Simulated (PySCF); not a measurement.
Te(NH2)(SMe), SMILES [Te](SC)N, singlet, CAM-B3LYP/def2-SVP optimised geometry.

```
9

Te    -0.78    -1.18     0.00
N     -1.13     0.81     0.00
H     -1.52     1.18     0.86
H     -1.63     1.16    -0.81
S      1.63    -1.18     0.00
C      2.05    -0.88    -1.74
H      1.63    -1.65    -2.40
H      3.15    -0.91    -1.81
H      1.70     0.11    -2.06
```

Density from CAM-B3LYP/def2-TZVP, def2 effective core potentials past Kr run with PySCF 2.14.0 at that geometry. The core electrons that the potentials of Te replace are not part of the density.

Minimum of the electron density along straight lines between bonded atoms, close to the bond critical point (lines longer than 1.1 times the sum of covalent radii, or with two minima, are not listed):

```
bond    length / Å  ρ at the minimum / e bohr⁻³  ∇²ρ there / e bohr⁻⁵  position (fraction from the first atom)
------  ----------  ---------------------------  --------------------  ---------------------------------------
Te1–N2       2.025                          [?]                  0.20                                     0.50
N2–H3        1.016                        0.333                 -1.62                                     0.74
N2–H4        1.015                        0.333                 -1.62                                     0.74
Te1–S5       2.404                          [?]                  0.01                                     0.48
S5–C6        1.820                          [?]                 -0.30                                     0.53
C6–H7        1.098                        0.277                 -0.95                                     0.65
C6–H8        1.100                        0.274                 -0.93                                     0.65
C6–H9        1.098                        0.277                 -0.95                                     0.65
```

### Question
Complete the blanks.

### Answer

- Te1–N2, ρ at the minimum / e bohr⁻³: 0.128
- Te1–S5, ρ at the minimum / e bohr⁻³: 0.097
- S5–C6, ρ at the minimum / e bohr⁻³: 0.180
